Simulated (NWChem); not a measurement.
Everything below was run with NWChem. System: C₄H₄N, charge 0, spin multiplicity 2, at a geometry optimised with UPBE/def2-SVP. The structure started from a generated list of species. Its SCF solution wasn't tested for a lower state. Level: UBP86/def2-TZVP.

Job file:

```
start mol
memory heap 200 mb stack 900 mb global 1100 mb
geometry units angstroms nocenter noautoz
  C     -0.451199     1.167757     0.000000
  C      0.889315     0.835251     0.000000
  N      0.919582    -0.550311     0.000000
  C     -0.360434    -1.057396     0.000000
  C     -1.262919     0.010642     0.000000
  H      1.804291     1.436095     0.000000
  H      1.767802    -1.116832     0.000000
  H     -0.542008    -2.138662     0.000000
  H     -2.355737    -0.065949     0.000000
  symmetry group Cs
end
basis spherical
  * library def2-tzvp
end
dft
  xc becke88 perdew86
  odft
  mult 2
  semidirect memsize 60000000 filesize 0
  iterations 100
end
task dft energy
```

Output (cleaned and shortened):

```
             Northwest Computational Chemistry Package (NWChem) 7.3.0
             --------------------------------------------------------

                                NWChem Input Module
                                -------------------

 Scaling coordinates for geometry "geometry" by  1.889725989
 (inverse scale =  0.529177249)

 Turning off AUTOSYM since
 SYMMETRY directive was detected!

                             Geometry "geometry" -> ""
                             -------------------------

 Output coordinates in angstroms (scale by  1.889725989 to convert to a.u.)

  No.       Tag          Charge          X              Y              Z
 ---- ---------------- ---------- -------------- -------------- --------------
    1 C                    6.0000    -0.45119900     1.16775700     0.00000000
    2 C                    6.0000     0.88931500     0.83525100     0.00000000
    3 N                    7.0000     0.91958200    -0.55031100     0.00000000
    4 C                    6.0000    -0.36043400    -1.05739600     0.00000000
    5 C                    6.0000    -1.26291900     0.01064200     0.00000000
    6 H                    1.0000     1.80429100     1.43609500     0.00000000
    7 H                    1.0000     1.76780200    -1.11683200     0.00000000
    8 H                    1.0000    -0.54200800    -2.13866200     0.00000000
    9 H                    1.0000    -2.35573700    -0.06594900     0.00000000

 Effective nuclear repulsion energy (a.u.)     151.4518758144

            Nuclear Dipole moment (a.u.)
            ----------------------------
        X                 Y               Z
 ---------------- ---------------- ----------------
     0.0000000000    -0.0000018897     0.0000000000

      Symmetry information
      --------------------

 Group name             Cs
 Group number              2
 Group order               2
 No. of unique centers     9

      Symmetry unique atoms

     1    2    3    4    5    6    7    8    9


 Summary of "ao basis" -> "" (spherical)
 ------------------------------------------------------------------------------
       Tag                 Description            Shells   Functions and Types
 ---------------- ------------------------------  ------  ---------------------
 *                         def2-tzvp                  on all atoms

  perdew86 is a nonlocal functional; adding perdew81 local functional.

                                 NWChem DFT Module
                                 -----------------

 Summary of "ao basis" -> "ao basis" (spherical)
 ------------------------------------------------------------------------------
       Tag                 Description            Shells   Functions and Types
 ---------------- ------------------------------  ------  ---------------------
 C                         def2-tzvp                11       31   5s3p2d1f
 N                         def2-tzvp                11       31   5s3p2d1f
 H                         def2-tzvp                 4        6   3s1p

 Summary of "ao basis" -> "ao basis" (spherical)
 ------------------------------------------------------------------------------
       Tag                 Description            Shells   Functions and Types
 ---------------- ------------------------------  ------  ---------------------
 C                         def2-tzvp                11       31   5s3p2d1f
 N                         def2-tzvp                11       31   5s3p2d1f
 H                         def2-tzvp                 4        6   3s1p

      Symmetry analysis of basis
      --------------------------

        a'        125
        a"         54

            General Information
            -------------------
          SCF calculation type: DFT
          Wavefunction type:  spin polarized.
          No. of atoms     :     9
          No. of electrons :    35
           Alpha electrons :    18
            Beta electrons :    17
          Charge           :     0
          Spin multiplicity:     2
          Use of symmetry is: on ; symmetry adaption is: on
          Maximum number of iterations: 100
          AO basis - number of functions:   179
                     number of shells:    71
          Convergence on energy requested:  1.00D-06
          Convergence on density requested:  1.00D-05
          Convergence on gradient requested:  5.00D-04

              XC Information
              --------------
                    Becke 1988 Exchange Functional  1.000
                Perdew 1981 Correlation Functional  1.000 local
                Perdew 1986 Correlation Functional  1.000 non-local

             Grid Information
             ----------------
          Grid used for XC integration:  medium
          Radial quadrature: Mura-Knowles
          Angular quadrature: Lebedev.
          Tag              B.-S. Rad. Rad. Pts. Rad. Cut. Ang. Pts.
          ---              ---------- --------- --------- ---------
          C                   0.70       49          10.0       434
          N                   0.65       49          10.0       434
          H                   0.35       45          12.0       434
          Grid pruning is: on
          Number of quadrature shells:   425
          Spatial weights used:  Erf1

          Convergence Information
          -----------------------
          Convergence aids based upon iterative change in
          total energy or number of iterations.
          Levelshifting, if invoked, occurs when the
          HOMO/LUMO gap drops below (HL_TOL):  1.00D-02
          DIIS, if invoked, will attempt to extrapolate
          using up to (NFOCK): 10 stored Fock matrices.
[...]
                     DFT Final Beta Molecular Orbital Analysis
                     -----------------------------------------

 Vector   15  Occ=1.000000D+00  E=-3.458953D-01  Symmetry=a'
              MO Center= -4.7D-01,  3.3D-01,  1.7D-15, r^2= 2.7D+00
   Bfn.  Coefficient  Atom+Function         Bfn.  Coefficient  Atom+Function
  ----- ------------  ---------------      ----- ------------  ---------------
     6      0.265339  1 C  px               131     -0.224637  5 C  py
    37     -0.215908  2 C  px                 9      0.182281  1 C  px
   134     -0.153561  5 C  py               130     -0.140950  5 C  px
   175      0.136596  9 H  s                 40     -0.133182  2 C  px
   100      0.106739  4 C  py               169     -0.106441  8 H  s

 Vector   16  Occ=1.000000D+00  E=-2.218822D-01  Symmetry=a"
              MO Center= -3.6D-01,  1.0D-01, -9.1D-16, r^2= 2.3D+00
   Bfn.  Coefficient  Atom+Function         Bfn.  Coefficient  Atom+Function
  ----- ------------  ---------------      ----- ------------  ---------------
   132     -0.276909  5 C  pz                70      0.272098  3 N  pz
   135     -0.237219  5 C  pz                73      0.233048  3 N  pz
     8     -0.215867  1 C  pz                76      0.215570  3 N  pz
    11     -0.182793  1 C  pz               138     -0.165807  5 C  pz
    14     -0.103904  1 C  pz               104     -0.057293  4 C  pz

 Vector   17  Occ=1.000000D+00  E=-1.944949D-01  Symmetry=a"
              MO Center=  1.0D-01,  1.5D-01, -1.0D-15, r^2= 2.6D+00
   Bfn.  Coefficient  Atom+Function         Bfn.  Coefficient  Atom+Function
  ----- ------------  ---------------      ----- ------------  ---------------
    39      0.288373  2 C  pz               101     -0.268735  4 C  pz
    42      0.252887  2 C  pz               104     -0.232019  4 C  pz
    45      0.207510  2 C  pz               107     -0.193319  4 C  pz
     8      0.180503  1 C  pz                11      0.154812  1 C  pz
   132     -0.112657  5 C  pz               135     -0.102140  5 C  pz

 Vector   18  Occ=0.000000D+00  E=-1.298643D-01  Symmetry=a'
              MO Center= -4.8D-01,  1.2D+00,  1.8D-15, r^2= 2.0D+00
   Bfn.  Coefficient  Atom+Function         Bfn.  Coefficient  Atom+Function
  ----- ------------  ---------------      ----- ------------  ---------------
     5      0.421895  1 C  s                 98      0.358820  4 C  s
     7      0.336344  1 C  py                10      0.269315  1 C  py
   129     -0.248262  5 C  s                 13      0.221659  1 C  py
     4      0.181325  1 C  s                 67      0.154173  3 N  s
    35     -0.151057  2 C  s                164     -0.135996  7 H  s

 Vector   19  Occ=0.000000D+00  E=-1.106090D-02  Symmetry=a"
              MO Center=  4.5D-02, -2.4D-01,  1.8D-15, r^2= 3.0D+00
   Bfn.  Coefficient  Atom+Function         Bfn.  Coefficient  Atom+Function
  ----- ------------  ---------------      ----- ------------  ---------------
   107      0.531706  4 C  pz                76     -0.456678  3 N  pz
    45      0.402942  2 C  pz               138     -0.322442  5 C  pz
   101      0.289818  4 C  pz               104      0.277667  4 C  pz
    70     -0.265722  3 N  pz                39      0.231631  2 C  pz
    42      0.229870  2 C  pz                73     -0.213108  3 N  pz

 Vector   20  Occ=0.000000D+00  E= 1.543846D-02  Symmetry=a'
              MO Center=  1.8D+00, -1.1D+00, -2.1D-15, r^2= 4.4D+00
   Bfn.  Coefficient  Atom+Function         Bfn.  Coefficient  Atom+Function
  ----- ------------  ---------------      ----- ------------  ---------------
   164     -1.676638  7 H  s                 67      1.541080  3 N  s
   170     -0.654540  8 H  s                158     -0.632687  6 H  s
    74      0.472507  3 N  px                36      0.417725  2 C  s
   106     -0.414540  4 C  py               129      0.356728  5 C  s
    44      0.354942  2 C  py                75     -0.355031  3 N  py

   alpha - beta orbital overlaps
   -----------------------------

   alpha      1      2      3      4      5      6      7      8      9     10
    beta      1      2      3      4      5      6      7      8      9     10
 overlap   1.000  1.000  1.000  1.000  1.000  1.000  0.996  0.996  0.997  0.930

   alpha     11     12     13     14     15     16     17     18     19     20
    beta     11     12     13     14     15     16     18     17     19     20
 overlap   0.926  0.996  0.994  1.000  0.998  0.984  0.984  0.984  0.995  0.997

   alpha     21     22     23     24     25     26     27     28     29     30
    beta     21     22     23     24     25     26     27     28     29     30
 overlap   0.994  1.000  0.999  0.999  0.976  0.954  0.970  0.989  0.999  0.953

   alpha     31     32     33     34     35     36     37     38     39     40
    beta     31     32     33     34     35     36     37     38     39     40
 overlap   0.895  0.992  0.919  0.990  0.946  0.994  0.989  0.997  0.975  0.980

   alpha     41     42     43     44     45     46     47     48     49     50
    beta     41     42     43     44     45     46     47     48     49     50
 overlap   0.997  1.000  0.998  0.928  0.924  0.984  0.979  0.998  0.978  0.988

   alpha     51     52     53     54     55     56     57     58     59     60
    beta     51     52     53     54     55     56     57     58     59     60
 overlap   0.996  0.999  1.000  0.998  0.998  0.999  0.996  0.990  0.992  0.966

   alpha     61     62     63     64     65     66     67     68     69     70
    beta     61     62     63     64     65     67     66     68     69     70
 overlap   0.967  0.994  0.983  0.998  0.984  0.821  0.996  0.856  0.998  0.944

   alpha     71     72     73     74     75     76     77     78     79     80
    beta     71     72     73     74     76     75     76     78     79     80
 overlap   1.000  0.993  0.950  0.947  0.685  0.997  0.713  0.960  0.977  0.998

   alpha     81     82     83     84     85     86     87     88     89     90
    beta     81     83     82     84     85     87     86     88     89     90
 overlap   0.993  0.991  0.992  0.991  0.998  0.998  0.999  0.999  0.998  1.000

   alpha     91     92     93     94     95     96     97     98     99    100
    beta     91     92     93     94     95     96     97     98     99    100
 overlap   0.999  0.999  0.989  0.989  0.998  0.998  0.996  1.000  0.995  0.999

   alpha    101    102    103    104    105    106    107    108    109    110
    beta    101    102    103    104    105    106    107    108    109    110
 overlap   0.998  0.999  0.998  0.906  0.996  0.905  0.828  0.829  0.998  0.994

   alpha    111    112    113    114    115    116    117    118    119    120
    beta    112    111    113    114    115    116    117    118    119    121
 overlap   0.998  0.987  0.990  0.998  0.993  0.995  0.999  0.988  0.989  0.990

   alpha    121    122    123    124    125    126    127    128    129    130
    beta    120    122    123    124    125    126    127    129    128    131
 overlap   0.999  0.997  0.998  0.995  0.994  0.993  0.967  0.968  0.998  0.919

   alpha    131    132    133    134    135    136    137    138    139    140
    beta    130    132    133    135    134    136    137    138    139    140
 overlap   0.952  0.805  0.810  0.963  0.980  0.980  0.890  0.881  0.965  0.950

   alpha    141    142    143    144    145    146    147    148    149    150
    beta    141    142    143    144    145    146    147    148    150    149
 overlap   0.961  0.970  0.968  0.990  0.994  0.999  0.998  0.999  0.994  0.999

   alpha    151    152    153    154    155    156    157    158    159    160
    beta    151    152    153    154    155    156    158    157    159    160
 overlap   0.980  1.000  0.980  0.994  0.999  0.996  0.998  1.000  0.997  0.999

   alpha    161    162    163    164    165    166    167    168    169    170
    beta    161    162    163    164    165    166    167    169    168    170
 overlap   0.999  0.998  0.996  0.998  1.000  0.999  0.999  1.000  1.000  1.000

------------------------------------------------------------
EAF file 0: "./mol.aoints.0" size=524288 bytes
------------------------------------------------------------
               write      read    awrite     aread      wait
               -----      ----    ------     -----      ----
     calls:        1        18         0         0         0
   data(b): 5.24e+05  9.44e+06  0.00e+00  0.00e+00
   time(s): 0.00e+00  0.00e+00  0.00e+00  0.00e+00  0.00e+00
rate(mb/s): 0.00e+00  0.00e+00
------------------------------------------------------------

   alpha    171    172    173    174    175    176    177    178    179
    beta    171    172    173    174    175    176    177    178    179
 overlap   1.000  1.000  1.000  1.000  1.000  0.999  1.000  1.000  1.000

     --------------------------
     Expectation value of S2:
     --------------------------
      <S2> =      0.7557 (Exact =     0.7500)

 center of mass
 --------------
 x =  -0.01906623 y =   0.05348300 z =   0.00000000

 moments of inertia (a.u.)
 ------------------
         179.594034498048          -6.720953830009           0.000000000000
          -6.720953830009         202.787476549075           0.000000000000
           0.000000000000           0.000000000000         382.381511047123

     Multipole analysis of the density
     ---------------------------------

     L   x y z        total         alpha         beta         nuclear
     -   - - -        -----         -----         ----         -------
     0   0 0 0     -0.000000    -18.000000    -17.000000     35.000000

     1   1 0 0      0.717988      0.900821     -0.182833      0.000000
     1   0 1 0     -0.737051     -1.665199      0.928151     -0.000002
     1   0 0 1     -0.000000     -0.000000     -0.000000      0.000000

     2   2 0 0    -17.611040    -71.425232    -69.242218    123.056410
     2   1 1 0     -0.193617     -1.804982     -5.139678      6.751043
     2   1 0 1     -0.000000      0.000000     -0.000000      0.000000
     2   0 2 0    -20.619657    -67.122574    -57.360787    103.863704
     2   0 1 1      0.000000      0.000000      0.000000      0.000000
     2   0 0 2    -24.742212    -12.715968    -12.026243      0.000000

 Task  times  cpu:       49.7s     wall:       49.7s

 Total times  cpu:       49.7s     wall:       49.7s
```
